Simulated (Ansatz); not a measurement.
Basis-set series for Cl₂H₅NSi₂ (`Cl[SiH2]N[SiH2]Cl`). Total charge 0; spin multiplicity 1. The structure was optimised at the PBE0-D4/def2-TZVP level. It is one conformer, not always the lowest.

```
functional       basis  functions  energy (Eh)  HOMO (eV)  LUMO (eV)
   PBE0-D4  def2-TZVPP        269  -1556.77486      -8.47      -0.09
   PBE0-D4  def2-QZVPP        487  -1556.82575      -8.50      -0.27
   ωB97M-V  def2-TZVPP        269  -1557.26935     -10.75       1.55
   ωB97M-V  def2-QZVPP        487  -1557.31718     -10.79       1.15
```

**Question.** Give the rows for def2-SVP. (An estimate is asked.)

**Answer.** Computed: 
```
functional     basis  functions  energy (Eh)  HOMO (eV)  LUMO (eV)
   PBE0-D4  def2-SVP        111  -1556.17650      -8.36       0.44
   ωB97M-V  def2-SVP        111  -1556.67106     -10.60       2.29
```

Positive LUMOs are unbound and depend on the basis.
